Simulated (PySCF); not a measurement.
**Te⁺ (tellurium, charge +1) across methods**

[Kr] 4d10 5s1 5p4, high-spin 4P determinant (an excited configuration). All numbers are calculated (PySCF 2.14, scalar relativity by spin-free X2C-1e, in x2c-TZVPPall with one added diffuse shell each of s, p, d, f type (9s7p5d3f, 76 functions)).

```json
{"method": "HSE06", "E (hartree)": "-6792.58", "mean ε 5s α (eV)": "-26.812", "mean ε 5p α (eV)": "-16.028", "mean ε 5p β (eV)": "-13.557", "Σ⟨r²⟩ (bohr²)": "51.00", "⟨S²⟩": "3.754"}
{"method": "TPSSh", "E (hartree)": "-6792.74", "mean ε 5s α (eV)": "-26.156", "mean ε 5p α (eV)": "-15.781", "mean ε 5p β (eV)": "-13.407", "Σ⟨r²⟩ (bohr²)": "50.93", "⟨S²⟩": "3.755"}
{"method": "r2SCAN", "E (hartree)": "-6793.04", "mean ε 5s α (eV)": "-26.040", "mean ε 5p α (eV)": "-15.666", "mean ε 5p β (eV)": "-13.180", "Σ⟨r²⟩ (bohr²)": "50.97", "⟨S²⟩": "3.758"}
{"method": "PBE0", "E (hartree)": "-6792.66", "mean ε 5s α (eV)": "-27.300", "mean ε 5p α (eV)": "-16.475", "mean ε 5p β (eV)": "-13.901", "Σ⟨r²⟩ (bohr²)": "50.94", "⟨S²⟩": "3.755"}
{"method": "wB97M-V", "E (hartree)": "-6792.56", "mean ε 5s α (eV)": "-29.981", "mean ε 5p α (eV)": "-18.591", "mean ε 5p β (eV)": "-15.900", "Σ⟨r²⟩ (bohr²)": "51.09", "⟨S²⟩": "3.754"}
{"method": "LDA", "E (hartree)": "-6786.65", "mean ε 5s α (eV)": "-25.323", "mean ε 5p α (eV)": "-15.269", "mean ε 5p β (eV)": "-13.341", "Σ⟨r²⟩ (bohr²)": "50.87", "⟨S²⟩": "3.752"}
{"method": "PBE", "E (hartree)": "-6792.57", "mean ε 5s α (eV)": "-25.133", "mean ε 5p α (eV)": "-15.174", "mean ε 5p β (eV)": "-13.143", "Σ⟨r²⟩ (bohr²)": "50.94", "⟨S²⟩": "3.753"}
{"method": "LC-wPBE", "E (hartree)": "-6792.54", "mean ε 5s α (eV)": "-30.830", "mean ε 5p α (eV)": "-19.209", "mean ε 5p β (eV)": "-16.314", "Σ⟨r²⟩ (bohr²)": "50.76", "⟨S²⟩": "3.754"}
{"method": "UHF", "E (hartree)": "-6790.22877", "mean ε 5s α (eV)": "-32.986", "mean ε 5p α (eV)": "-19.691", "mean ε 5p β (eV)": "-14.926", "Σ⟨r²⟩ (bohr²)": "51.78", "⟨S²⟩": "3.765"}
```
